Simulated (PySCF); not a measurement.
# Checking a proposed structure

A compound C₅H₁₁NSi gives the data below (simulated from a calculation) and was assigned the structure `CC#CCN(C)[SiH3]`.

13C{1H} NMR (computed): δ 62.4 (CH), 32.2 (CH2), 25.7 (CH2, 2C), 1.6 (CH2).

1H NMR (300 MHz, computed): δ 4.66 (m, 1H), 4.26 (m, 1H), 4.18 (m, 1H), 2.88 (m, 1H), 2.26 (m, 1H), 1.31 (m, 2H), 1.13 (m, 1H), 1.01 (m, 1H), 0.97 (m, 2H).

[PySCF 2.14: PBE0/pcSseg-1 with gauge-including orbitals; GFN2-xTB structure; relativity neglected; gas phase; equivalent nuclei averaged; a single conformation]

δ = σ(ref) − σ, references computed at the same level: 1H (σref 31.72), 13C (σref 186.93) vs TMS.

(1) Compare with the shifts computed for the proposed structure, pairing carbons in order of shift.

(2) Which isomer fits?

Results:

(1) Structure with atom numbers: `[CH3:1][C:2]#[C:3][CH2:4][N:5]([CH3:6])[SiH3:7]` (H(Xn): hydrogen on atom n).

```tsv
atom	computed for proposal	given list	difference
C2	86.5	62.4	+24.1
C3	83.4	32.2	+51.2
C4	45.9	25.7	+20.2
C6	39.5	25.7	+13.8
C1	4.7	1.6	+3.1
```

The rms difference is 27.6 ppm and the largest +51.2 ppm at C3 (alkyne carbon). The proposal also would give 5 carbon signals, not 4. The carbon types in order of shift don't match either: C, C, CH2, CH3, CH3 for the proposal against CH, CH2, CH2, CH2, CH2 in the data. The proposal doesn't fit.

(2) SMILES C1C[SiH2][C@@H]1N1CC1.

1. Carbon types of the structure: 1 × CH, 4 × CH2, leaving 2 H on heteroatoms.
2. δC 62.4: sp3 CH bonded to N and Si; pulled downfield by the heteroatom.
3. δC 32.2: sp3 CH2 in a ring; saturated and bonded to C and H only.
4. δC 1.6: sp3 CH2 bonded to Si; an electropositive neighbour leaves it electron-rich and shielded.
5. δH 4.18: hydrogen on an sp3 CH bonded to N and Si; its carbon carries N, hence the downfield position.

Other isomers checked: CC(C)([SiH3])CC#N (rms 29.1 ppm); CC#C[SiH2]N(C)C (rms 33.7 ppm).

The data come from this structure; uniqueness wasn't tested.

Shifts are as computed. Against solution values, carbons near 30 ppm lie about +3 ppm off and those near 130 ppm about +5 ppm. Of 1211 compounds with measured shifts, 218 miss one by over three times the rms of a fit or turn the order of signals round; such compounds aren't used in these exercises. Multiplicities follow the n + 1 count of equivalent neighbours, as no J values were calculated; m marks all less simple cases, F and P coupling included.
